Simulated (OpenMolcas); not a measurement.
# C+: effect of the basis set

| Item | Value |
| --- | --- |
| Program | OpenMolcas |
| Method | RASSCF |
| Active space | 1 electron in 9 orbitals (RAS2 2p; RAS3 3s 3d, at most 1 electron) |
| State averaging | 2S+1 = 2 odd, 3 roots; 2S+1 = 2 even, 6 roots |
| Spin-orbit coupling | state interaction with AMFI integrals over the reference wave functions, term energies averaged over their components |

A. ANO-R3 [4s4p2d1f], X2C, finite nucleus; cost about 10 core-seconds
B. ANO-RCC-VQZP [5s4p3d2f1g], DKH2, point nucleus; cost about 11 core-seconds
C. ANO-RCC [8s8p4d3f2g], DKH2, point nucleus; cost of the order of 10 core-seconds

Energies in eV above 2s2 2p 2P* 1/2, the measured ground level; measured values from NIST Handbook of Basic Atomic Spectroscopic Data.

```tsv
Level	A	B	C	Measured
2s2 2p 2P* 1/2	0.0000	0.0000	0.0000	0.0000
2s2 2p 2P* 3/2	0.0077	0.0078	0.0078	0.0079
2s2 3s 2S 1/2	16.3758	14.5036	14.2528	14.4488
2s2 3d 2D 3/2	23.6283	21.1995	18.1827	18.0458
2s2 3d 2D 5/2	23.6283	21.1995	18.1827	18.0460
```

Deviations, from unrounded energies. A percentage is the sum of absolute deviations over the sum of measured energies, with the sign that they share, or ± where signs differ.

| Against measurement | Levels | A | B | C |
| --- | --- | --- | --- | --- |
| mean absolute deviation (cm-1) | 4 | 26000 | 13000 | 950 |
| fine structure of the ground term (%) | 1 | -2.5 | -0.2 | -0.9 |
| other configurations (%) | 3 | +25.9 | +12.6 | ±0.9 |

C lies closest to measurement on these levels and A furthest from it. The largest miss of C in the table is 2s2 3s 2S 1/2, by -1600 cm-1. The ranking rests on the paired levels alone, and a cruder setting can come out closer through cancelling errors.

Among A to C the level of the table that moves most is 2s2 3d 2D 5/2, by 44000 cm-1 (lowest in C, highest in A).

ANO sets are built for valence states and can reach diffuse excited orbitals poorly. With one active electron the reference holds no correlation, so core polarisation is missing. Computed and measured levels are paired by configuration, term and J; levels that our copy of the source lacks, or whose pairing is in doubt (as where it misses far off the trend of its configuration), stay unpaired and out of the deviations. Levels of configurations outside the active space are missing.

* marks odd parity.
